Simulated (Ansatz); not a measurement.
Born–Oppenheimer molecular dynamics of F₄Si (5 atoms, charge 0, multiplicity 1). It starts from a relaxed structure.

Computed with RKS r2SCAN/def2-SVP in Ansatz 0.2.0.

* ensemble: NVT, Nosé–Hoover chain
* time step: 2 fs
* steps asked: 150
* set temperature: 500 K
* thermostat: time constant 100 fs, chain length 3 (defaults)
* seed: 478926

Frames 20 fs apart, positions in Å, forces in eV/Å.

Velocities at 0 fs (Å/ps):

```
Si 5.60 3.75 2.37
F 0.39 0.01 2.86
F -1.78 -5.32 0.20
F -6.45 2.69 -2.14
F -0.44 -2.93 -4.41
```

```xyz
5
Properties=species:S:1:pos:R:3:forces:R:3 time_fs=0 energy_less_start_eV=0.000 T=500
Si 0.000 0.000 0.000 0.00 0.00 0.00
F 0.000 0.000 1.589 0.00 0.00 0.00
F 1.498 0.000 -0.529 0.00 0.00 0.00
F -0.748 1.297 -0.529 0.00 0.00 0.00
F -0.748 -1.297 -0.529 0.00 0.00 0.00
5
Properties=species:S:1:pos:R:3:forces:R:3 time_fs=20 energy_less_start_eV=0.100 T=250
Si -0.010 0.030 0.013 1.62 -0.18 0.14
F 0.013 0.009 1.617 -0.06 0.15 -0.71
F 1.519 -0.085 -0.537 -1.20 0.61 0.54
F -0.813 1.285 -0.533 0.28 0.19 0.13
F -0.703 -1.254 -0.565 -0.64 -0.76 -0.10
5
Properties=species:S:1:pos:R:3:forces:R:3 time_fs=40 energy_less_start_eV=0.137 T=174
Si 0.029 0.020 0.012 -3.20 -0.92 -0.82
F 0.020 0.043 1.578 -0.01 -0.08 0.90
F 1.474 -0.068 -0.501 2.26 0.25 -0.79
F -0.805 1.283 -0.503 0.49 -0.13 0.05
F -0.730 -1.286 -0.591 0.46 0.88 0.67
5
Properties=species:S:1:pos:R:3:forces:R:3 time_fs=60 energy_less_start_eV=0.129 T=219
Si -0.029 -0.037 -0.019 2.49 1.45 0.82
F 0.015 0.055 1.590 -0.17 -0.47 -0.76
F 1.544 0.008 -0.511 -1.98 -0.26 0.38
F -0.748 1.302 -0.487 -0.09 -0.20 -0.29
F -0.767 -1.310 -0.562 -0.25 -0.52 -0.15
5
Properties=species:S:1:pos:R:3:forces:R:3 time_fs=80 energy_less_start_eV=0.045 T=476
Si 0.001 -0.018 -0.010 -0.26 -0.11 0.25
F -0.013 -0.012 1.566 0.03 -0.09 0.60
F 1.483 0.054 -0.522 0.77 -0.34 -0.30
F -0.695 1.293 -0.522 -0.62 0.61 -0.36
F -0.774 -1.309 -0.505 0.08 -0.08 -0.19
5
Properties=species:S:1:pos:R:3:forces:R:3 time_fs=100 energy_less_start_eV=0.139 T=309
Si 0.021 0.030 0.021 -1.56 -0.96 -0.83
F -0.039 -0.096 1.616 0.25 0.56 -0.53
F 1.496 0.038 -0.568 0.03 -0.03 0.30
F -0.721 1.333 -0.600 0.50 -0.96 0.82
F -0.765 -1.319 -0.478 0.79 1.38 0.24
5
Properties=species:S:1:pos:R:3:forces:R:3 time_fs=120 energy_less_start_eV=0.236 T=135
Si -0.026 0.024 0.011 3.49 0.93 0.80
F -0.028 -0.085 1.590 0.07 0.52 0.30
F 1.491 0.004 -0.559 -0.86 0.16 0.56
F -0.716 1.284 -0.574 -0.83 1.43 -0.27
F -0.707 -1.239 -0.472 -1.86 -3.05 -1.39
5
Properties=species:S:1:pos:R:3:forces:R:3 time_fs=140 energy_less_start_eV=0.196 T=352
Si 0.024 -0.004 0.002 -3.08 -0.49 -0.47
F 0.009 0.029 1.604 -0.02 -0.20 -0.61
F 1.502 -0.007 -0.506 0.88 -0.03 -0.38
F -0.767 1.334 -0.517 0.88 -1.46 0.43
F -0.778 -1.351 -0.583 1.34 2.18 1.02
5
Properties=species:S:1:pos:R:3:forces:R:3 time_fs=160 energy_less_start_eV=0.213 T=396
Si -0.025 -0.043 -0.018 1.89 0.65 0.30
F 0.035 0.115 1.536 -0.19 -0.70 1.50
F 1.503 -0.027 -0.466 -0.10 -0.16 -0.38
F -0.754 1.260 -0.431 -0.95 1.44 -1.13
F -0.745 -1.284 -0.610 -0.66 -1.23 -0.29
5
Properties=species:S:1:pos:R:3:forces:R:3 time_fs=180 energy_less_start_eV=0.179 T=572
Si -0.015 -0.004 -0.003 1.62 0.21 0.59
F 0.027 0.076 1.630 -0.16 -0.38 -1.68
F 1.556 -0.076 -0.513 -2.11 0.33 0.58
F -0.820 1.296 -0.490 0.53 -0.49 0.03
F -0.739 -1.290 -0.620 0.13 0.32 0.47
5
Properties=species:S:1:pos:R:3:forces:R:3 time_fs=200 energy_less_start_eV=0.248 T=461
Si 0.044 0.050 0.033 -3.92 -0.94 -1.34
F -0.007 -0.031 1.582 0.13 0.34 1.54
F 1.452 -0.067 -0.529 3.18 0.37 -0.92
F -0.799 1.274 -0.561 0.60 0.05 0.45
F -0.709 -1.249 -0.539 0.01 0.18 0.26
5
Properties=species:S:1:pos:R:3:forces:R:3 time_fs=220 energy_less_start_eV=0.246 T=507
Si -0.033 0.015 0.005 3.45 0.68 0.43
F -0.028 -0.080 1.624 0.07 0.53 -1.20
F 1.547 0.028 -0.582 -2.70 -0.05 1.15
F -0.722 1.317 -0.589 -0.11 -0.09 0.31
F -0.746 -1.287 -0.460 -0.71 -1.06 -0.69
```

Of the whole run (300 fs, mean temperature of the second half 530 K): The conserved energy stayed within 2 meV per atom of its start (net change 1.7 meV per atom), so the integration is sound. A run of 0.3 ps of so small a system gives no equilibrium averages.

The run took 4.1 min on 2 threads of Arm Neoverse V1 (shared host), peak memory 0.13 GiB.
